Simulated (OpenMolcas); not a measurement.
**Potential curves of TaS: spin-free states**

Calculated with OpenMolcas 26.06: state-averaged CASSCF(9,9) over Ta 6s 5d, S 3p, XMS-CASPT2 (IPEA 0.25, imaginary shift 0.2 hartree), scalar X2C, ANO-RCC-VDZP, then RASSI spin–orbit state interaction with atomic mean-field integrals. C2 symmetry about the axis (a holds Σ, Δ, Γ; b holds Π, Φ, H; Σ⁺ and Σ⁻ are not told apart); roots by multiplicity and irrep: 2a 9, 4a 3, 4b 4, 2b 6.

XMS-CASPT2 energies in eV from the lowest point. Curves are followed by energy order within each symmetry, so they are adiabatic and may change character at avoided crossings; Σ⁺ and Σ⁻ are counted together.

| R (Å) | (1)2Δ | (1)4Σ | (1)4Φ | (1)4Π | (1)4Δ | (1)2Γ | (2)2Σ | (2)2Π | (1)2Φ |
| --- | --- | --- | --- | --- | --- | --- | --- | --- | --- |
| 1.921 | 0.842 | 1.396 | 2.091 | 2.389 | 2.945 | 2.721 | 3.178 | 3.315 | 3.457 |
| 2.007 | 0.254 | 0.735 | 1.394 | 1.677 | 2.153 | 2.067 | 2.462 | 2.580 | 2.721 |
| 2.071 | 0.054 | 0.479 | 1.114 | 1.384 | 1.807 | 1.820 | 2.168 | 2.271 | 2.410 |
| 2.135 | 0.000 | 0.377 | 0.988 | 1.247 | 1.623 | 1.721 | 2.023 | 2.117 | 2.255 |
| 2.210 | 0.092 | 0.402 | 0.992 | 1.234 | 1.558 | 1.758 | 2.006 | 2.086 | 2.226 |
| 2.284 | 0.277 | 0.549 | 1.111 | 1.339 | 1.626 | 1.909 | 2.104 | 2.177 | 2.315 |
| 2.391 | 0.679 | 0.882 | 1.415 | 1.620 | 1.856 | 2.252 | 2.373 | 2.440 | 2.581 |

The 9 lowest clean curves are shown; the next is (2)2Δ, from 2.35 eV. Left out for impure symmetry, kinks or missing points, though low: (1)2Π, (1)2Σ, (3)2Σ. Only roots inside an energy window near the equilibrium distance were included, so the list of states is not complete; labels number the states computed. Each spin and symmetry block has orbitals of its own, averaged over its own roots, so gaps between blocks are less sure than gaps within one and near the minimum can be off by tenths of an eV, in bad cases by more. No Rydberg orbitals are active, so Rydberg states, and σ→σ* states whose orbital the CASSCF left unused, can be missing between those listed. CASPT2 splits the two components of degenerate states numerically, here by up to 40 cm⁻¹. For d and f metals this valence active space lacks a second d shell: the order of states is not reliable within half an eV or more, and the lowest computed state need not be the true ground state. Points that failed a check (symmetry, reference weights, a jump) are left out.
